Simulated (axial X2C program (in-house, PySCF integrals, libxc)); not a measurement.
# Nuclear properties of LiSr⁺

Computed with an in-house all-electron X2C program for linear molecules (integrals from PySCF): two-component X2C with atomic mean-field Coulomb and Gaunt terms, Gaussian nuclei, basis Sr dyall-cv3z, Li dyall-cv3z with contracted cores.

R = 3.403 Å (near the PBE0 minimum at charge 1 of the determinant lowest at the starting distance; the state shown can have its own minimum elsewhere).

Determinant lowest in the PBE0 search, Ω = 0 (closed shell), highest spinor 53% Sr s, 27% Li s, 14% Li p:

| level | qzz Sr (a.u.) | qzz Li (a.u.) |
| --- | --- | --- |
| PBE0 | -0.21 | -0.01 |
| HF | -0.11 | -0.01 |
| TPSSh | -0.24 | -0.01 |
| B3LYP | -0.22 | -0.01 |
| r2SCAN | -0.16 | -0.01 |

Determinant 1.05 eV from it at PBE0 and this distance, Ω = 1 (⟨Sz⟩ = 1.00, ⟨Lz⟩ = 0.00 at PBE0), spin on the atoms Sr 0.66, Li 0.34:

```tsv
level	Eeff magnitude (GV/cm)	Ws magnitude Sr (kHz)	A∥/gI Sr (MHz)	qzz Sr (a.u.)	A∥/gI Li (MHz)	qzz Li (a.u.)
PBE0	0.451	0.168	1760	-0.92	75.4	-0.01
HF	0.928	0.391	1630	-1.22	78.5	-0.01
TPSSh	0.281	0.0885	1670	-0.89	77.9	-0.01
B3LYP	0.505	0.192	1870	-0.88	88.6	-0.01
r2SCAN	0.373	0.125	1750	-0.95	79.5	-0.01
```

Eeff is the effective electric field on the electron electric dipole moment in this Ω state and Ws the scalar–pseudoscalar constant of the nucleus named (defined with the proton number Z and per Ω); A∥ (defined per Ω) follows by multiplying with gI = μI/(I μN); qzz is the electric field gradient, eQq0 = 234.96 MHz × Q/barn × qzz. The operators were transformed with the bare-nucleus X2C matrices; with these basis sets, hyperfine constants and field gradients can be off by tens of per cent, and where levels differ in sign neither size nor sign is settled.

Each state is one determinant with collinear spin, which with several unpaired electrons need not be a pure state. Unrestricted Hartree–Fock can overshoot spin polarisation at the nuclei. A closed determinant beside an open π² or δ² triplet, such as (π1/2)², mixes with its partner pair into the 0⁺ component of the triplet and ¹Σ⁺, so its energy is not that of a level, and 0⁺ can lie lowest. With several open shells hyperfine constants can be off by a factor of several. Where Eeff spreads by more than a factor of two the levels disagree and none is to be relied on. Open-shell Ω = 0 determinants with evenly filled partner blocks cannot be reached by this program, so the Ω shown need not be the lowest component. The search compared states at one distance, so a state with another bond length can lie lower. Further determinants of the search, some of them spin-mixed, are not shown. Where a field gradient or hyperfine factor spreads by more than a factor of two over the levels, a constant derived from it is not to be relied on. PBE0 term energies can be off by some tenths of an eV.
